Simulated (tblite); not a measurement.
Input of a run (GFN2-xTB geometry optimisation, gas phase (tblite 0.8.0)), started from a force field or distance geometry:
```
{"job": {"kind": "relax", "xc": "GFN2-xTB", "basis": "xTB"}, "charge": 0, "multiplicity": 2}
C      2.056000    -0.094500     0.663400
C      1.012700    -0.445500    -0.410400
C      0.491500     0.779800    -1.077400
C     -0.792900     1.207800    -1.019600
C     -1.853500     0.492200    -0.207300
C     -1.289800    -0.475000     0.816400
C     -0.124600    -1.215300     0.220300
N     -0.062800    -2.674000     0.315500
H      2.905500     0.433100     0.225400
H      1.614600     0.548700     1.447400
H      2.424400    -0.995000     1.155600
H      1.482700    -1.093700    -1.155400
H      1.183200     1.352100    -1.674400
H     -1.092300     2.086000    -1.565600
H     -2.479500     1.243800     0.299500
H     -2.505300    -0.044400    -0.901700
H     -0.919100     0.076600     1.699000
H     -2.059500    -1.176500     1.157700
```

Output (eV, eV/Å):
```
step      E/eV     max force
  0    -621.73798    8.837
  1    -623.11033    1.792
  2    -623.13726    1.311
  3    -623.15993    0.770
  4    -623.17424    0.626
  5    -623.18260    0.307
  6    -623.18648    0.150
  7    -623.18818    0.123
  8    -623.18996    0.099
  9    -623.19101    0.081
 10    -623.19197    0.089
 11    -623.19296    0.091
 12    -623.19426    0.087
 13    -623.19572    0.096
 14    -623.19709    0.080
 15    -623.19825    0.071
 16    -623.19952    0.090
 17    -623.20125    0.102
 18    -623.20334    0.117
 19    -623.20535    0.111
 20    -623.20694    0.096
 21    -623.20809    0.084
 22    -623.20900    0.079
 23    -623.20975    0.060
 24    -623.21037    0.062
 25    -623.21097    0.062
 26    -623.21152    0.058
 27    -623.21193    0.043
 28    -623.21219    0.039
 29    -623.21240    0.035
 30    -623.21262    0.032
 31    -623.21282    0.033
 32    -623.21297    0.030
 33    -623.21308    0.023
 34    -623.21320    0.025
 35    -623.21334    0.028
 36    -623.21348    0.026
 37    -623.21358    0.022
 38    -623.21366    0.020
 39    -623.21373    0.020
 40    -623.21380    0.025
 41    -623.21386    0.022
 42    -623.21390    0.016
 43    -623.21394    0.014
 44    -623.21397    0.013
 45    -623.21398    0.010
```

Summarise the run.

The energy falls by 142.4 kJ/mol over 45 L-BFGS steps, the largest force on an atom goes from 8.84 to 0.010 eV/Å, and the atoms move by 0.112 Å rms after alignment. The bond that changes most is C7=N8 (ends: carbon bonded to 2 C and N; nitrogen bonded to C), which shortens by 0.244 Å. Bonds longer at the end by more than 0.005 Å: 4 of 18; shorter: 8. Among the angles that change most is C2–C7–C6, from 119.9° to 112.0°. Among the dihedrals that turn most is H17–C6–C7–N8, from 110° to 123°. The energy never rose by more than 1e-5 eV on the way. The first step brought 93 % of the lowering.

What are the final bond lengths?

C1–C2 1.531 Å, C2–C3 1.496 Å, C3=C4 1.322 Å, C4–C5 1.496 Å, C5–C6 1.524 Å, C6–C7 1.521 Å, C7=N8 1.220 Å, C2–C7 1.535 Å, C1–H9 1.088 Å, C1–H10 1.088 Å, C1–H11 1.088 Å, C2–H12 1.096 Å, C3–H13 1.082 Å, C4–H14 1.081 Å, C5–H15 1.093 Å, C5–H16 1.095 Å, C6–H17 1.092 Å, C6–H18 1.090 Å. Numbering counts from 1 in the input's order; the species is `C[C@@H]1C=CCCC1=[N]` [radical].

On Arm Neoverse V1, one thread, on a shared host, this took 0.28 s of wall time.

Its GFN2-xTB frequencies are all real (lowest 74 cm⁻¹).

One conformer stands for the species.

All values are computed, not measured.
